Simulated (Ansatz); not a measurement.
Isomers of Na6Sb (doublet), relaxed with PBE-D4/def2-SVP; total energies from Ansatz at PBE0-D4/def2-TZVP.

```csv
isomer,description,energy (Eh)
A,point group not assigned; 5 × Na–Sb 2.93 to 3.00 Å; 2 × Na–Na 3.52 to 3.57 Å,-1213.52691
B,point group not assigned; 6 × Na–Sb 3.01 to 3.06 Å,-1213.52639
```

In the def2 sets Sb takes a core potential; there is no spin–orbit coupling.

The isomers come from a short search, and lower ones may exist.

Task: Work out the relative energies (1 Eh = 2625.5 kJ/mol) and the Boltzmann populations at 800 K from electronic energies alone (R = 8.314 J/mol/K).

Result: ΔE: A 0.0, B 1.4 kJ/mol. RT = 6.65 kJ/mol. Factors exp(−ΔE/RT): A 1, B 0.81; sum 1.810. Populations: A 55.2 %, B 44.8 %. Zero-point energy, vibrational entropy and symmetry numbers are left out and can shift these; an error of 4 kJ/mol changes a ratio by a factor of 1.8. Over the other density-functional and correlated levels in def2 sets, the gap between A and B ranges from -5 to 19 kJ/mol.
